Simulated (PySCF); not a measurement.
Species: C8H8BF2N.
Cartesian coordinates in Å at the PBE0-D3(BJ)/def2-SVP level; atoms count from 1:
```xyz
20
C8H8BF2N angstrom
C     -3.1111   -0.6280    0.6601
N     -2.9992   -0.4031   -0.7532
C     -1.8955   -0.1442   -1.3225
C     -0.5421    0.0283   -0.7371
C      0.5531   -0.5274   -1.4150
C      1.8386   -0.4021   -0.9050
C      2.0707    0.3093    0.2824
B      3.4998    0.4447    0.8571
F      3.7360    1.1294    1.9617
F      4.5383   -0.1198    0.2677
C      0.9779    0.8959    0.9378
C     -0.3119    0.7571    0.4393
H     -3.8311   -1.4437    0.8299
H     -2.1682   -0.8742    1.1812
H     -3.5460    0.2655    1.1403
H     -1.9241   -0.0555   -2.4225
H      0.3835   -1.0728   -2.3473
H      2.6809   -0.8555   -1.4335
H      1.1461    1.4707    1.8520
H     -1.1455    1.2393    0.9525
```

Jobs on this species (20 atoms, 86 electrons) with PySCF (density fitting). Hardware of each: one thread, Intel Xeon at 2.70 GHz (x86_64), on a shared host. The host was shared with other jobs, so the times are rough. Peak memory is the resident size of the whole Python process, interpreter and libraries included.

| level and settings | work | basis functions | SCF cycles | wall time | peak memory |
| --- | --- | --- | --- | --- | --- |
| PBE0/pcSseg-1, IEF-PCM acetone | shieldings, ring-centre shieldings, charges and field gradients | 244 | ? | ? | ? |
| PBE0/pcSseg-1, IEF-PCM water | shieldings, ring-centre shieldings | 244 | 14 | 78 s | 1.4 GiB |
| PBE0-D3(BJ)/def2-SVP, grid level 1 | geometry optimisation from a GFN2-xTB start shaken at random | 208 | 145 | 13 min | 0.94 GiB |

Problem. Fill in the missing figures.

Solution. 
- PBE0/pcSseg-1, IEF-PCM acetone; shieldings, ring-centre shieldings, charges and field gradients: 86 s, 1.4 GiB, 14 SCF cycles

Problem. What do all jobs in the table cost together?

Solution. About 16 min; the longest takes about 83 % of that, and about 10 times as long as the shortest.
